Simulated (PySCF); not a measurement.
C6H15Al, singlet, at a GFN2-xTB geometry (such geometries of metal compounds can be far from the true shape); DF-PBE/3-21G (PySCF).

Here is a job for PySCF.
```python
from pyscf import gto, scf, dft

mol = gto.M(
    atom='''
Al    0.23254875   -0.09127216    0.17781867
C     1.60822037    0.29411525   -1.23879162
C     1.28366688    1.38923772   -2.26742086
H     1.87585448   -0.62020127   -1.79032132
H     2.53321401    0.57609625   -0.70786354
H     1.06813100    2.33432054   -1.77027088
H     0.41262384    1.11732709   -2.85999573
H     2.11890541    1.54863674   -2.95129636
C    -1.76368020   -0.03452995   -0.07842335
C    -2.25206622    0.36624641   -1.47916509
H    -2.21743853    0.64744823    0.65749449
H    -2.18599895   -1.02150165    0.16760771
H    -1.84026666   -0.30078311   -2.23581630
H    -1.93818296    1.38058695   -1.72020746
H    -3.34027682    0.32383459   -1.54743145
C     0.94484373   -0.58959003    1.99107131
C    -0.08642383   -1.31826703    2.86693314
H     1.30181723    0.29398901    2.54049732
H     1.83528786   -1.22749113    1.88612950
H    -0.38163133   -2.26093079    2.40736096
H    -0.98435636   -0.71320404    2.98806130
H     0.31181976   -1.53486371    3.85918757
''',
    basis='3-21g',
    verbose=5,
)

mf = dft.RKS(mol)
mf.xc = 'pbe'
mf = mf.density_fit(auxbasis='def2-universal-jkfit')
mf.kernel()
mf.analyze()
```

Question: Predict the main parts of the log of this PySCF run.

Answer: 
```
PySCF version 2.14.0

[INPUT] verbose = 5
[INPUT] max_memory = 4000
[INPUT] num. atoms = 22
[INPUT] num. electrons = 64
[INPUT] charge = 0
[INPUT] spin (= nelec alpha-beta = 2S) = 0
[INPUT] symmetry False subgroup None
[INPUT] Mole.unit = angstrom
[INPUT] Symbol           X                Y                Z      unit          X                Y                Z       unit  Magmom
[...]
[INPUT] ---------------- BASIS SET ----------------
[INPUT] l, kappa, [nprim/nctr], expnt,             c_1 c_2 ...
[INPUT] H
[...]
                                0.824547          0.904691
[...]
[INPUT] Al
[...]
                                116.952           0.389061
                                25.3326           0.669468
[...]
                                6.63314           0.146245
                                1.72675           0.92373
[...]
                                0.202506          1.18412
[...]
                                6.63314           0.461174
                                1.72675           0.605535
[...]
                                0.202506          0.97266
[...]
[INPUT] C
[...]
                                25.9109           0.358794
                                5.53335           0.700713
[...]
                                0.770545          1.21584
[...]
                                0.770545          0.860619
[...]
nuclear repulsion = 352.299523163852
number of shells = 67
number of NR pGTOs = 162
number of NR cGTOs = 97
basis = 3-21g
ecp = {}

******** <class 'pyscf.df.df_jk.DFRKS'> ********
method = DFRKS
initial guess = minao
damping factor = 0
level_shift factor = 0
DIIS = <class 'pyscf.scf.diis.CDIIS'>
diis_start_cycle = 1
diis_space = 8
diis_damp = 0
SCF conv_tol = 1e-09
SCF conv_tol_grad = None
SCF max_cycles = 50
direct_scf = False
XC library pyscf.dft.libxc version 7.1.2
    S. Lehtola, C. Steigemann, M. J. T. Oliveira, and M. A. L. Marques,  SoftwareX 7, 1–5 (2018)
XC functionals = pbe
    J. P. Perdew, K. Burke, and M. Ernzerhof,  Phys. Rev. Lett. 77, 3865 (1996)
    J. P. Perdew, K. Burke, and M. Ernzerhof,  Phys. Rev. Lett. 78, 1396 (1997)
    J. P. Perdew, K. Burke, and M. Ernzerhof,  Phys. Rev. Lett. 77, 3865 (1996)
    J. P. Perdew, K. Burke, and M. Ernzerhof,  Phys. Rev. Lett. 78, 1396 (1997)
radial grids:
    Treutler-Ahlrichs [JCP 102, 346 (1995); DOI:10.1063/1.469408] (M4) radial grids

becke partition: Becke, JCP 88, 2547 (1988); DOI:10.1063/1.454033
pruning grids: <function nwchem_prune>
[...]
converged SCF energy = -476.989536242157
Total Energy =                        -476.989536242157044
[...]
9 C 1s           0.00068  -0.00815
9 C 2s          -0.00577   0.05766
9 C 3s           0.04867  -0.50171
9 C 2px          0.00017   0.01572
9 C 2py          0.00046  -0.00963
9 C 2pz         -0.00469   0.03944
9 C 3px         -0.03244   0.00067
9 C 3py          0.00536   0.00792
9 C 3pz          0.00975  -0.03367
10 H 1s         -0.00040   0.02089
10 H 2s         -0.00263   0.05709
11 H 1s         -0.00162   0.02014
11 H 2s          0.01822   0.06442
12 H 1s          0.00172  -0.01888
12 H 2s          0.00730  -0.05487
13 H 1s          0.00267  -0.02000
13 H 2s         -0.00172  -0.04068
14 H 1s          0.00346  -0.01856
14 H 2s          0.00466  -0.05098
15 C 1s          0.01116   0.00356
15 C 2s         -0.08164  -0.02423
15 C 3s          0.64501   0.21253
15 C 2px         0.03638   0.01183
15 C 2py         0.02004   0.00703
15 C 2pz        -0.01408  -0.00665
15 C 3px        -0.05936  -0.03210
15 C 3py        -0.02921  -0.00624
15 C 3pz         0.04010   0.00485
16 C 1s         -0.00921  -0.00351
16 C 2s          0.06515   0.02596
16 C 3s         -0.56858  -0.21141
16 C 2px         0.03204   0.00911
16 C 2py         0.02151   0.00771
16 C 2pz        -0.02973  -0.00989
16 C 3px        -0.03925  -0.01454
16 C 3py        -0.01617  -0.00857
16 C 3pz         0.00358  -0.00012
17 H 1s          0.02160   0.00853
17 H 2s          0.06910   0.02459
18 H 1s          0.02268   0.00859
18 H 2s          0.05896   0.01898
19 H 1s         -0.02396  -0.00891
19 H 2s         -0.04476  -0.00963
20 H 1s         -0.02239  -0.01014
20 H 2s         -0.05949  -0.01305
21 H 1s         -0.02140  -0.00831
21 H 2s         -0.05985  -0.02088
 ** Mulliken pop on meta-lowdin orthogonal AOs  **
 ** Mulliken pop  **
 ** Mulliken atomic charges  **
charge of    0Al =      0.72301
charge of    1C =     -0.44110
charge of    2C =     -0.28886
charge of    3H =      0.10422
charge of    4H =      0.10191
charge of    5H =      0.09072
charge of    6H =      0.09757
charge of    7H =      0.09619
charge of    8C =     -0.44076
charge of    9C =     -0.28896
charge of   10H =      0.10411
charge of   11H =      0.10525
charge of   12H =      0.09357
charge of   13H =      0.09543
charge of   14H =      0.09575
charge of   15C =     -0.44493
charge of   16C =     -0.28895
charge of   17H =      0.10345
charge of   18H =      0.10110
charge of   19H =      0.09142
charge of   20H =      0.09449
charge of   21H =      0.09536
Dipole moment(X, Y, Z, Debye): -0.02308, -0.00146, -0.05957
```
